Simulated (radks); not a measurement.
Values are calculated unless marked as measured or tabulated.
Problem. All-electron atom: the zirconium ion Zr6+ in [Ar] 3d10 4s2 4p4 (the NIST ground configuration). Level of theory: scalar-relativistic Kohn-Sham, BLYP, spin-unpolarised, spherical densities, finite nucleus; Fermi nuclear charge, rms radius 4.2694 fm (a radial shooting solver on a logarithmic mesh with Libxc functionals). Some entries of the table are withheld. Estimate them.

| orbital | occ. | eigenvalue (hartree) | <1/r> (bohr^-1) | r(max) (bohr) |
|---|---|---|---|---|
| 1s | 2 | -658.3336 | 41.26 | 0.02414 |
| 2s | 2 | -93.90639 | 9.251 | 0.1370 |
| 2p | 6 | -84.09725 | 9.015 | 0.1094 |
| 3s | 2 | -17.92971 | 3.144 | 0.4079 |
| 3p | 6 | -14.73256 | (1) | 0.4018 |
| 3d | 10 | -9.48419 | 2.750 | 0.3465 |
| 4s | 2 | (2) | (3) | 1.050 |
| 4p | 4 | -3.90289 | 1.074 | (4) |
| 4d | 0 | -2.59310 | 0.8659 | 1.328 |
| 5s | 0 | -2.05600 | 0.5626 | 2.319 |

Solution. 
(1) 3p <1/r> (bohr^-1): 2.987
(2) 4s eigenvalue (hartree): -4.78668
(3) 4s <1/r> (bohr^-1): 1.184
(4) 4p r(max) (bohr): 1.128
